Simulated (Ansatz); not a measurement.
The molecule LiP+, multiplicity 4 (lowest of 2S+1 = 2, 4 at CCSD(T)/def2-TZVPP on PBE0 minima; our sources give no spin for the ground state, which may be another).

The constants come from a fifth-degree fit in 1/R (seven points, main isotopes). In def2 and cc sets the state is the lowest found near the PBE0 minimum, followed along R.

Cores are frozen in the correlated methods. CBS: X⁻³ extrapolation of the correlation energy, Hartree–Fock from the larger set.

The values were computed with Ansatz (a first-principles code). Each number belongs to the level named beside it.

Q: What bond length and harmonic frequency does BHLYP/def2-TZVPP give?

A: r_e = 2.626 Å, ω_e = 255 cm⁻¹.

Q: What bond length and harmonic frequency does wB97M-V/def2-TZVPP give?

A: r_e = 2.690 Å, ω_e = 232 cm⁻¹.

Q: What bond length and harmonic frequency does CCSD(T)/CBS(aug-cc-pV(T+d)Z, aug-cc-pV(Q+d)Z) give?

A: r_e = 2.678 Å, ω_e = 245 cm⁻¹.
